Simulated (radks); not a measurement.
The argon ion Ar3+, 15 electrons, occupied as [He] 2s2 2p5 3s2 3p3 4f1 (not the ground configuration).

Method: Dirac Kohn-Sham, B86b exchange with PBE correlation, spin-unpolarised, spherical densities, finite nucleus; open shells fill j = l - 1/2 first; Fermi nuclear charge, rms radius 3.4274 fm; computed with a radial shooting solver on a logarithmic mesh with Libxc functionals.

Energy parts (hartree):
total: -515.65068
kinetic: 519.04205
electron-nucleus: -1192.87999
Hartree: 186.17127
exchange-correlation: -27.98400

Orbitals (lengths in bohr, moments of r in powers of bohr):
| orbital | occ. | eigenvalue (hartree) | <1/r> | small-component weight |
|---|---|---|---|---|
| 1s1/2 | 2 | -118.6503 | 17.70 | 4.12e-03 |
| 2s1/2 | 2 | -14.11074 | 3.643 | 6.94e-04 |
| 2p1/2 | 2 | -11.81001 | 3.567 | 6.73e-04 |
| 2p3/2 | 3 | -11.72233 | 3.538 | 6.68e-04 |
| 3s1/2 | 2 | -2.92324 | 1.163 | 1.55e-04 |
| 3p1/2 | 2 | -2.32645 | 1.077 | 1.37e-04 |
| 3p3/2 | 1 | -2.31500 | 1.072 | 1.36e-04 |
| 4f5/2 | 1 | -0.43480 | 0.2744 | 1.62e-05 |
| 4f7/2 | 0 | -0.43478 | 0.2743 | 1.62e-05 |

The highest occupied level is 4f5/2 at -11.832 eV. The density falls to 0.001 e/bohr^3 at r = 4.47 bohr. Summed over all electrons, <r^2> = 29.90 bohr^2, which gives a Langevin (diamagnetic) susceptibility term of -23.7 x 10^-6 cm^3/mol. The electron density at the nucleus is 4373 e/bohr^3.

Run on one thread of a shared host, so times are rough (Arm Neoverse N1): 0.11 s of CPU time, 0.11 s wall, 14 iterations on 2189 mesh points.
